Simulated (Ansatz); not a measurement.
Isolated molecules relaxed with PBE0-D4/def2-TZVP in Ansatz; ΔE leaves out vibrations. CBS: MP2 limit from def2 TZ/QZ plus the TZ coupled-cluster correction, frozen cores. DFT in def2-TZVPP. B3LYP here is the variant with VWN-RPA as its local correlation; programs differ in this. For Sc, Zn outer-core shells are correlated without core-valence functions, which leaves a few kJ/mol of doubt a bond. Scalar relativity is left out up to krypton. One conformer a species, not always the lowest.

Reaction (ligand exchange at the Si–C bond): `[SiH3][CH2][ZnH]` + `[OH][Sc]([F])[O][SiH3]` → `[F][Sc]([O][SiH3])[O][SiH3]` + `[CH3][ZnH]`

```csv
level,ΔE (kJ/mol)
PBE0,-92.7
B3LYP,-105.6
BHLYP,-110.5
MP2/def2-TZVPP,-100.4
```

(1) What does CCSD(T)/CBS give? (Best estimate.)

Largest T1 diagnostic among the species: 0.016.

Results:

(1) Ansatz gave: -101.3 kJ/mol. The listed levels differ from it by 8.6, -4.3, -9.2, 0.9 kJ/mol.

From BLYP to BHLYP (50 % exact exchange), in def2-TZVPP and without D4, ΔE moves by −6.3 kJ/mol. Leaving LDA and LC-ωPBE aside and taking each functional with its dispersion term where it has one, the values, not all of them listed here, spread over 21.2 kJ/mol, from BHLYP-D4 to revPBE-D4. LDA lies +4.6 kJ/mol from PBE without D4. In def2-TZVPP, CCSD(T) changes the Hartree–Fock value by +19.4 kJ/mol (the triples alone add +2.5 kJ/mol) and MP2 by +19.4 kJ/mol.

CCSD(T)/CBS has its own doubt, a few kJ/mol and more with outer-core shells, so smaller differences from it don't rank the levels.
